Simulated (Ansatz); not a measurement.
Cost and result for the atomization energy of CH4AlFOSi, SMILES `F[CH]1[O][Al]1[SiH3]` (9 atoms, 9 bonds).

```xyz
9

F    -1.5696    0.6874    2.6153
C    -1.7235    0.0375    1.4147
O    -1.6557    0.9329    0.3241
Al   -0.2701   -0.0992    0.1879
Si    1.6684   -0.2315   -1.2825
H    -2.6610   -0.5192    1.4636
H     1.5777    0.7781   -2.3687
H     2.8964    0.0072   -0.4796
H     1.7373   -1.5933   -1.8749
```

Total charge 0; spin multiplicity 1. Geometry: relaxed with PBE0-D4/def2-TZVP. Program: Ansatz. All runs use 4 threads of an INTEL XEON PLATINUM 8581C on a shared host. Times are those of one run each, without the atoms' runs, and a repeat can differ threefold. Electronic energies, without spin–orbit coupling; frozen cores. CCSD(T)/CBS adds CCSD(T) − MP2 in def2-TZVPP to the MP2 limit, and its time is that of the two runs behind it. T1 = 0.018. B3LYP takes the VWN-RPA correlation (the form of Gaussian; ORCA's B3LYP/G).

CCSD(T)/CBS is a level of theory with its own doubt, some kJ/mol a heavy atom from the limit and from the frozen cores, so smaller differences don't rank the functionals.

```tsv
level	functions	wall time
revPBE-D4/def2-TZVPP	233	1 s
BHLYP-D4/def2-TZVPP	233	1.4 s
PBE0-D4/def2-TZVPP	233	1.4 s
CAM-B3LYP-D4/def2-TZVPP	233	1.6 s
CCSD(T)/def2-SVP	98	1.6 s
r2SCAN-D4/def2-TZVPP (with forces)	233	1.9 s
r2SCANh-D4/def2-TZVPP	233	1.9 s
B3LYP-D4/def2-TZVPP (with forces)	233	2 s
B2PLYP/def2-TZVPP	233	2.3 s
ωB97X-V/def2-TZVPP	233	3 s
MP2/def2-QZVPP	431	8.5 s
CCSD(T)/def2-TZVPP	233	36 s
CCSD(T)/CBS(def2)	–	44 s
```

What atomization energy does each give, and how far from CCSD(T)/CBS? (Estimate.)

Ansatz gave: 
```
                             level  atomization (kcal/mol)  difference from CCSD(T)/CBS  per bond
              revPBE-D4/def2-TZVPP                   705.3                         -4.5      -0.5
               BHLYP-D4/def2-TZVPP                   676.4                        -33.4      -3.7
                PBE0-D4/def2-TZVPP                   705.7                         -4.1      -0.5
           CAM-B3LYP-D4/def2-TZVPP                   710.0                          0.2       0.0
                  CCSD(T)/def2-SVP                   660.0                        -49.8      -5.5
r2SCAN-D4/def2-TZVPP (with forces)                   715.0                          5.2       0.6
             r2SCANh-D4/def2-TZVPP                   706.9                         -2.9      -0.3
 B3LYP-D4/def2-TZVPP (with forces)                   705.1                         -4.7      -0.5
                 B2PLYP/def2-TZVPP                   698.7                        -11.1      -1.2
                ωB97X-V/def2-TZVPP                   713.6                          3.8       0.4
                    MP2/def2-QZVPP                   717.3                          7.5       0.8
                CCSD(T)/def2-TZVPP                   687.4                        -22.4      -2.5
                 CCSD(T)/CBS(def2)                   709.8                          0.0       0.0
```

From PBE to PBE0 (25 % exact exchange), in def2-TZVPP and without D4, the atomization energy moves by −20.4 kcal/mol: exact exchange takes away binding that semilocal exchange gives to molecules. In def2-TZVPP, CCSD(T) changes the Hartree–Fock value by +200.9 kcal/mol (the triples alone add +14.1 kcal/mol) and MP2 by +217.3 kcal/mol; breaking electron pairs costs correlation energy, which Hartree–Fock lacks. At CCSD(T), def2-SVP lies −49.8 kcal/mol from the extrapolated value and def2-TZVPP −22.4 kcal/mol: correlation converges slowly with the basis, and small sets miss more of it in the bonded molecule than in its fragments.
